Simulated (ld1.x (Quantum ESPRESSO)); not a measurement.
## tellurium (Te), TM: configuration errors across variants

ld1.x (Quantum ESPRESSO) 7.5 input, shortened:

```
&input
   title='Te', zed=52., rel=1, dft='BLYP', iswitch=3,
   config='[Kr] 4d10 5s1 5p5'
 /
 &inputp
   pseudotype=2, tm=.true., lloc=1,
   nlcc=.true., rcore=0.70
 /
3
5S  1  0   1.00   0.00  1.80  1.80  0.0
4D  3  2  10.00   0.00  0.90  0.90  0.0
5P  2  1   5.00   0.00  1.75  1.75  0.0
 &test
   configts(1)='4d10 5s1 5p5'
 /
```

All-electron excitation energies from the reference (eV): (1) 4d10 5s2 5p4 -9.308; (2) 4d10 5s2 5p3 0.270; (3) 4d10 5s2 5p2 18.080; (4) 4d10 5s0 5p6 9.518; (5) 4d9 5s2 5p5 28.895; (6) 4d9 5s2 5p4 39.713; (7) 4d10 5s2 5p0 81.504.

2 further variants failed, have other tests or another functional or relativity, and are left out.

A true bound ghost makes a file unfit for plane-wave use even where its test errors are small: the radial tests pick states by their node count and pass the ghost by.

Errors AE − PS in meV (a dash: test not solved or not reliable):

| change | (1) | (2) | (3) | (4) | (5) | (6) | (7) | bound ghosts |
| --- | --- | --- | --- | --- | --- | --- | --- | --- |
| base | -0.2 | -2.8 | -3.9 | -0.6 | -519 | -481 | -52 | s |
| core correction a·sin(br)/r model core inside 1.02 bohr | -0.2 | -2.8 | -3.8 | -0.5 | -510 | -472 | -52 | s |
| all radii but the core radius scaled by about 1.29 (s 2.32, p 2.26, d 1.16 bohr) | -8.3 | -13 | -11 | -11 | -346 | -260 | +37 | none |
| wave 4d (bound): rc 0.90 bohr becomes 4d (bound): rc 1.36 bohr | -0.3 | -2.9 | -3.9 | -0.6 | -504 | -467 | -52 | s |
| wave 5s (bound): rc 1.80 bohr becomes 5s (bound): rc 1.36 bohr | -8.8 | -15 | -22 | -9.2 | -327 | -278 | -95 | s |

Question: Give the same row for: local potential all-electron potential smoothed inside 1.60 bohr (lloc = -2).

Answer: +2.1, -2.5, +2.7, +0.7, -224, -127, +28; bound ghosts: none.
